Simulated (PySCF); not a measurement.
**Löwdin shares of the frontier orbitals**

Species: C2H11OPSi2.
Numbering: `[CH3:1][O:2][SiH2:3][PH:4][SiH2:5][CH3:6]` (hydrogens: H7, H8, H9 on C1; H10, H11 on Si3; H12 on P4; H13, H14 on Si5; H15, H16, H17 on C6)

Structure used (GFN2-xTB), in Å, numbered top down from 1:
```
atom  x, y, z in Å
C1     3.403   -0.315   -0.370
O2     2.490    0.714   -0.134
Si3    1.021    0.613    0.541
P4    -0.031   -1.203   -0.238
Si5   -2.119   -0.828    0.474
C6    -2.911    0.725   -0.291
H7     4.004   -0.499    0.524
H8     4.059   -0.008   -1.187
H9     2.886   -1.240   -0.645
H10    0.513    1.922    0.153
H11    1.083    0.438    1.997
H12   -0.220   -0.715   -1.516
H13   -2.889   -2.020    0.097
H14   -2.076   -0.705    1.935
H15   -2.338    1.618   -0.050
H16   -3.923    0.868    0.074
H17   -2.959    0.647   -1.374
```

Method: TDDFT CAM-B3LYP/def2-SVPD, vertical, gas phase, core orbitals frozen in the response (PySCF).

Kohn–Sham orbitals with the atoms that hold most of them (Löwdin shares over 4%, at most four atoms; ? is withheld):

```
orbital  ε (eV)                             atoms
 HOMO-3  -10.65  Si5 26%, C6 21%, H14 15%, P4 11%
 HOMO-2   -9.89    O2 36%, P4 13%, Si3 11%, C1 8%
 HOMO-1   -9.34                                 ?
   HOMO       ?                                 ?
   LUMO    0.79  Si3 22%, Si5 18%, P4 13%, H11 7%
 LUMO+1    1.13  Si3 21%, Si5 13%, P4 13%, C6 10%
 LUMO+2    1.34   P4 25%, Si5 20%, C6 10%, Si3 8%
```

Q: Which atoms hold the HOMO-1, and with what shares?

A: O2 (bonded to C and Si) 31%; P4 (bonded to 2 Si and H) 22%; Si3 (bonded to O, P and 2 H) 12%; Si5 (bonded to C, P and 2 H) 8%. By element: oxygen 31%, phosphorus 22%, silicon 20%.

Q: Which atoms hold the HOMO, and with what shares?

A: P4 (bonded to 2 Si and H) 58%; Si3 (bonded to O, P and 2 H) 11%; Si5 (bonded to C, P and 2 H) 8%; H12 (bonded to P) 6%. By element: phosphorus 58%, silicon 19%, hydrogen 6% or more.

Q: What is the HOMO energy, and the HOMO–LUMO gap?

A: ε(HOMO) = -8.33 eV; the gap is 9.12 eV (0.3350 hartree).

Q: How does S1 compare with the orbital gap of 9.12 eV?

A: S1 is at 6.02 eV (f = 0.015), 3.09 eV below the gap, made of HOMO→LUMO (63%), HOMO→LUMO+2 (11%), HOMO→LUMO+4 (10%). 

Next come S2 at 6.31 eV (f 0.021), HOMO→LUMO+2 (32%), HOMO→LUMO+1 (27%), HOMO→LUMO (26%); S3 at 6.63 eV (f 0.071), HOMO→LUMO+3 (37%), HOMO→LUMO+4 (28%), HOMO→LUMO+1 (23%); S4 at 6.76 eV (f 0.043), HOMO→LUMO+4 (40%), HOMO→LUMO+2 (17%), HOMO-1→LUMO (12%); S5 at 6.85 eV (f 0.024), HOMO-1→LUMO (35%), HOMO→LUMO+3 (30%), HOMO→LUMO+1 (11%).

Hardware: one thread of an Arm Neoverse N1, no GPU, shared host with 64 logical CPUs at a one-minute load of 56. Cost: 86 s of wall time, 1.0 GiB resident at most.

One conformer stands for the species.
